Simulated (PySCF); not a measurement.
# TcSF₂: breathing scan

Level of theory: UB3LYP in PySCF with Tc def2-SVP with ECP28, S def2-SVP, F def2-SVP; scalar-relativistic core potentials, no spin–orbit coupling; density-fitted integrals.

Rigid scan from the quartet minimum (Tc–F 1.853 Å (×2), Tc–S 2.096 Å; F–Tc–F 134.8°, F–Tc–S 112.6° (×2)). Coordinate: all bonds to the central atom scaled together. Energies in kJ/mol from the minimum.

(1) Predict the curve at 0.88, 0.92, 0.96, 1.00, 1.04, 1.08, 1.14, 1.22, 1.35.

Answers

(1) 
```
scale of all bonds to the centre  E (kJ/mol)  dipole size (D)  ⟨S²⟩
                            0.88       355.3             1.15  3.76
                            0.92       136.7             0.86  3.76
                            0.96        29.7             0.57  3.77
                            1.00         0.0             0.27  3.78
                            1.04        22.5             0.04  3.81
                            1.08        78.4             0.39  3.91
                            1.14       192.1             1.05  4.25
                            1.22       359.0             1.82  4.63
                            1.35       620.5             2.82  5.11
```

Spin contamination is strong at 1.14, 1.22, 1.35, so these points are less reliable.

Open d and f shells are described by one determinant, and the ground state may have another occupation or spin.

Other isomers or separated fragments may lie lower.

The scan took roughly 2.1 core-minutes on a shared host.
